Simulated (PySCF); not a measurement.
PySCF input for H8N2Si2, SMILES N[SiH2][SiH2]N, PBE0-D3(BJ)/def2-SVP. The structure is a stationary point at PBE0-D3(BJ)/def2-SVP. Other conformers were not sampled.

```python
import numpy as np
from pyscf import gto, scf, dft, df
from pyscf.hessian import thermo

mol = gto.M(
    atom='''
    Si    1.09886740   -0.30820398   -0.65740971
    N     1.65597645    0.94509153    0.40160365
    Si   -1.05394912   -0.69865374    0.18463894
    N    -1.65186407    0.90890637    0.54038796
    H     1.98564396   -1.51319914   -0.59176502
    H     1.02332737    0.05855672   -2.11790833
    H     0.93643392    1.53576786    0.80833089
    H     2.52230478    1.44800365    0.25086832
    H    -1.90013143   -1.52527417   -0.74505757
    H    -1.00891075   -1.42661148    1.49058937
    H    -1.77269868    1.54650952   -0.24100569
    H    -2.44361179    0.99426990    1.17079755
    ''',
    basis='def2-SVP',
    charge=0,
    spin=0,
    max_memory=1600,
    verbose=3,
)
mf = dft.RKS(mol, xc='pbe0').density_fit(auxbasis='def2-universal-jkfit')
mf.disp = 'd3bj'
mf.grids.level = 3
mf.conv_tol = 1e-11
mf.max_cycle = 100
mf.kernel()

# [left out here: the lines that compute and print the analytic Hessian (its translational invariance restored by hand, since the grid's response is missing), thermochemistry and intensities]
```

Program output:

```
[...]
       3   N                -0.01 -0.02 -0.03   -0.04 -0.02 -0.02    0.00  0.01  0.01
       4   H                -0.31 -0.18  0.24    0.10  0.05 -0.14   -0.48 -0.40 -0.37
       5   H                 0.33 -0.11 -0.08   -0.04  0.14  0.06   -0.03  0.42  0.14
       6   H                -0.04 -0.04 -0.03    0.02  0.01  0.03   -0.18 -0.00 -0.30
       7   H                -0.02  0.05  0.04    0.01 -0.02 -0.01    0.02  0.06  0.22
       8   H                 0.21  0.21 -0.33   -0.21  0.31 -0.04    0.05 -0.09  0.02
       9   H                -0.33 -0.27 -0.08    0.51 -0.42 -0.25   -0.03  0.03  0.02
      10   H                 0.03 -0.08 -0.09    0.11 -0.19 -0.17    0.01 -0.01 -0.00
      11   H                 0.11  0.21  0.09    0.06  0.36  0.05   -0.01  0.02 -0.01
Mode                                12                  13                  14
Irrep
Freq [cm^-1]                      752.4536            791.2502            829.9007
Reduced mass [au]                   1.1288              1.4685              2.4346
Force const [Dyne/A]                0.3766              0.5417              0.9879
Char temp [K]                    1082.6132           1138.4329           1194.0424
Normal mode                   x     y     z       x     y     z       x     y     z
       0  Si                 0.01  0.02 -0.01   -0.00 -0.00  0.01   -0.02 -0.03 -0.02
       1   N                 0.06  0.01  0.03   -0.01 -0.02 -0.01    0.03  0.05  0.04
       2  Si                -0.00 -0.02 -0.02   -0.01 -0.05 -0.01   -0.06  0.07  0.01
       3   N                -0.02  0.02  0.02   -0.03  0.12  0.06    0.07 -0.11  0.00
       4   H                -0.15 -0.08  0.15    0.13  0.08 -0.04    0.09  0.04 -0.09
       5   H                -0.52 -0.48 -0.11    0.11  0.04  0.00    0.06 -0.03 -0.03
       6   H                -0.21 -0.18 -0.15    0.02 -0.00  0.01   -0.03  0.01 -0.01
       7   H                -0.04  0.26  0.30   -0.00 -0.04 -0.05    0.01  0.13  0.14
       8   H                -0.03 -0.05  0.04    0.54 -0.39 -0.20    0.36 -0.17 -0.15
       9   H                 0.15 -0.04 -0.03    0.20 -0.06 -0.03    0.15  0.10  0.01
      10   H                 0.03 -0.02 -0.03   -0.03 -0.03 -0.07    0.04 -0.27 -0.12
      11   H                -0.01  0.14  0.00   -0.05  0.29  0.02    0.03 -0.07 -0.05
Mode                                15                  16                  17
Irrep
Freq [cm^-1]                      859.0779            897.9091            944.1317
Reduced mass [au]                   3.9734              1.2489              1.3452
Force const [Dyne/A]                1.7277              0.5933              0.7065
Char temp [K]                    1236.0218           1291.8913           1358.3954
Normal mode                   x     y     z       x     y     z       x     y     z
       0  Si                 0.03  0.07  0.05    0.03 -0.01 -0.02    0.05  0.02 -0.01
       1   N                -0.04 -0.14 -0.10   -0.05  0.03  0.04   -0.06 -0.02  0.01
       2  Si                -0.02  0.03 -0.00    0.01  0.02 -0.03   -0.04  0.01  0.03
       3   N                 0.02 -0.06  0.02   -0.01 -0.03  0.05    0.04  0.00 -0.05
       4   H                 0.04  0.08  0.11   -0.19 -0.16  0.05   -0.23 -0.17  0.11
       5   H                -0.05 -0.01  0.03   -0.27 -0.04 -0.00   -0.34 -0.04  0.00
       6   H                -0.13 -0.20 -0.19    0.21  0.21  0.22    0.13  0.12  0.13
       7   H                -0.07 -0.07 -0.07    0.04 -0.20 -0.26    0.01 -0.18 -0.22
       8   H                 0.05 -0.05  0.00   -0.04 -0.16  0.17    0.20 -0.04 -0.15
       9   H                -0.01  0.10  0.04   -0.26  0.08  0.03    0.30 -0.21 -0.11
      10   H                 0.07 -0.19 -0.10    0.10 -0.31 -0.20   -0.10  0.21  0.15
      11   H                 0.00  0.08 -0.03   -0.00  0.35  0.01    0.05 -0.32  0.01
Mode                                18                  19                  20
Irrep
Freq [cm^-1]                      957.5009            990.1391           1532.7103
Reduced mass [au]                   1.0622              1.0638              1.1105
Force const [Dyne/A]                0.5737              0.6145              1.5370
Char temp [K]                    1377.6306           1424.5896           2205.2288
Normal mode                   x     y     z       x     y     z       x     y     z
       0  Si                 0.01  0.00 -0.00   -0.00 -0.03 -0.03   -0.00 -0.00 -0.00
       1   N                -0.01  0.01  0.01    0.02  0.00 -0.01    0.02  0.07  0.04
       2  Si                -0.00 -0.04 -0.00    0.00 -0.00 -0.00   -0.00  0.00  0.00
       3   N                -0.01 -0.00  0.02   -0.00  0.00  0.01   -0.00 -0.00 -0.00
       4   H                -0.07 -0.06 -0.04    0.06  0.07  0.68    0.02  0.01  0.02
       5   H                -0.03 -0.05 -0.01   -0.25  0.59  0.16    0.00  0.00 -0.01
       6   H                 0.04  0.05  0.04   -0.03 -0.06 -0.02   -0.48 -0.49 -0.06
       7   H                 0.01 -0.06 -0.06   -0.00  0.08  0.10    0.27 -0.50 -0.31
       8   H                 0.01  0.46 -0.43    0.02  0.02 -0.04    0.01 -0.00 -0.00
       9   H                 0.28  0.57  0.32    0.01  0.06  0.03    0.00 -0.00 -0.00
      10   H                 0.04 -0.03 -0.02    0.00 -0.02 -0.01   -0.00  0.00  0.00
      11   H                -0.02  0.10 -0.01   -0.01  0.02 -0.00   -0.01 -0.00 -0.01
Mode                                21                  22                  23
Irrep
Freq [cm^-1]                     1552.2159           2144.6096           2166.1228
Reduced mass [au]                   1.1058              1.0417              1.0415
Force const [Dyne/A]                1.5697              2.8227              2.8792
Char temp [K]                    2233.2930           3085.6158           3116.5684
Normal mode                   x     y     z       x     y     z       x     y     z
       0  Si                 0.00  0.00  0.00   -0.00  0.01 -0.03    0.00 -0.00  0.01
       1   N                 0.00 -0.00  0.00    0.00 -0.00 -0.00    0.00  0.00 -0.00
       2  Si                -0.00 -0.00 -0.00    0.00  0.00  0.01    0.02  0.02  0.02
       3   N                -0.05  0.06  0.00    0.00  0.00 -0.00    0.00  0.00  0.00
       4   H                -0.01 -0.00  0.00    0.06 -0.07 -0.01   -0.05  0.08 -0.00
       5   H                -0.00 -0.00 -0.00    0.05 -0.23  0.92   -0.01  0.05 -0.21
       6   H                -0.00 -0.00 -0.01   -0.00 -0.00 -0.01   -0.00 -0.00  0.00
       7   H                 0.00 -0.00 -0.00    0.00 -0.00  0.00    0.00  0.00 -0.00
       8   H                 0.00 -0.01 -0.01   -0.12 -0.12 -0.14   -0.54 -0.52 -0.59
       9   H                 0.00  0.01  0.01    0.01  0.01 -0.02    0.01  0.01 -0.00
      10   H                 0.53 -0.26 -0.33    0.00 -0.00 -0.00   -0.00  0.00  0.00
      11   H                 0.20 -0.52  0.36    0.00 -0.00  0.00   -0.00  0.00  0.00
Mode                                24                  25                  26
Irrep
Freq [cm^-1]                     2207.5289           2223.6939           3585.8447
Reduced mass [au]                   1.0383              1.0400              1.0505
Force const [Dyne/A]                2.9812              3.0300              7.9586
Char temp [K]                    3176.1426           3199.4005           5159.2322
Normal mode                   x     y     z       x     y     z       x     y     z
       0  Si                 0.02 -0.03 -0.00    0.00 -0.01  0.00    0.00 -0.00  0.00
       1   N                 0.00  0.00 -0.00   -0.00 -0.00 -0.00    0.00 -0.01 -0.00
       2  Si                -0.00  0.00 -0.01    0.00 -0.02  0.03    0.00  0.00  0.00
       3   N                 0.00 -0.00 -0.00   -0.00 -0.00  0.00    0.04 -0.04  0.01
       4   H                -0.56  0.77 -0.05   -0.12  0.16 -0.01   -0.00  0.00  0.00
       5   H                 0.02 -0.04  0.11   -0.00 -0.00  0.00    0.00  0.00  0.00
       6   H                -0.00 -0.01  0.00    0.00 -0.00  0.00   -0.08  0.07  0.05
       7   H                 0.00 -0.01 -0.00    0.00 -0.00 -0.00    0.07  0.04 -0.01
       8   H                 0.04  0.04  0.03    0.02  0.01  0.04   -0.00  0.00  0.00
       9   H                 0.01 -0.10  0.18   -0.03  0.46 -0.84   -0.00  0.00 -0.00
      10   H                -0.00  0.00  0.00    0.01 -0.00  0.00   -0.06  0.43 -0.53
      11   H                 0.00  0.00 -0.00    0.00 -0.00  0.00   -0.52  0.05  0.44
Mode                                27                  28                  29
Irrep
Freq [cm^-1]                     3590.8400           3681.7114           3703.6946
Reduced mass [au]                   1.0503              1.0950              1.0963
Force const [Dyne/A]                7.9793              8.7448              8.8605
Char temp [K]                    5166.4192           5297.1629           5328.7919
Normal mode                   x     y     z       x     y     z       x     y     z
       0  Si                -0.00 -0.00 -0.00    0.00  0.00 -0.00   -0.00  0.00  0.00
       1   N                -0.00  0.05  0.02    0.00  0.00 -0.00   -0.07 -0.00  0.02
       2  Si                 0.00 -0.00  0.00   -0.00 -0.00  0.00    0.00 -0.00 -0.00
       3   N                 0.01 -0.00  0.00   -0.03 -0.03  0.07   -0.00 -0.00  0.00
       4   H                 0.00 -0.00 -0.00    0.00 -0.00  0.00   -0.00 -0.00 -0.00
       5   H                -0.00 -0.00 -0.00    0.00 -0.00  0.00   -0.00  0.00 -0.00
       6   H                 0.55 -0.44 -0.32   -0.00  0.00  0.00    0.38 -0.33 -0.22
       7   H                -0.49 -0.27  0.08   -0.01 -0.01  0.00    0.66  0.38 -0.11
       8   H                -0.00  0.00  0.00   -0.00 -0.00  0.00   -0.00  0.00  0.00
       9   H                -0.00  0.00  0.00    0.00  0.00 -0.00   -0.00  0.00  0.00
      10   H                -0.01  0.06 -0.07   -0.08  0.43 -0.52   -0.00  0.01 -0.01
      11   H                -0.07  0.01  0.06    0.52 -0.06 -0.42    0.00 -0.00 -0.00
temperature 298.1500 [K]
pressure 101325.00 [Pa]
Rotational constants [GHz] 6.65494 2.67072 2.11171
Symmetry number 1
Zero-point energy (ZPE) 0.08672 [Eh]   227696.166 [J/mol]
                           tot       elec      trans        rot        vib
Entropy [J/mol/K]       353.329      0.000    165.174    111.091     77.064
Cv [J/mol/K]            116.802      0.000     12.472     12.472     91.859
Cp [J/mol/K]            125.117      0.000     20.786     12.472     91.859
Internal energy [J/mol]                      3718.434   3718.434 240733.407
Internal energy [Eh]   -692.60712  -692.70164
Enthalpy [J/mol]                             6197.391   3718.434 240733.407
Enthalpy [Eh]          -692.60618
Gibbs free energy [J/mol]                  -43049.160 -29403.456 217756.720
Gibbs free energy [Eh] -692.64630
mode   freq/cm-1   IR/(km/mol)
   1       64.26         1.230
   2      126.84         1.275
   3      184.82         2.592
   4      274.38         7.615
   5      287.54        59.900
   6      411.14        93.514
   7      420.92        74.403
   8      432.53        56.451
   9      493.01       130.368
  10      569.34        21.503
  11      678.92        28.645
  12      712.76        20.501
  13      752.45        28.748
  14      791.25        64.351
  15      829.90       190.481
  16      859.08        61.824
  17      897.91       256.663
  18      944.13        35.446
  19      957.50        61.943
  20      990.14       103.925
  21     1532.71        50.647
  22     1552.22        34.178
  23     2144.61       137.909
  24     2166.12       201.230
  25     2207.53       116.670
  26     2223.69       119.574
  27     3585.84        28.658
  28     3590.84        21.028
  29     3681.71        27.581
  30     3703.69        49.233
max |gradient| / (hartree/bohr): 4.1432356707491824e-05
APT charges: [ 1.0199 -0.8293  1.0272 -0.789  -0.2737 -0.3223  0.2005  0.1977 -0.3179
 -0.2609  0.1811  0.1667]
```

The run converged.
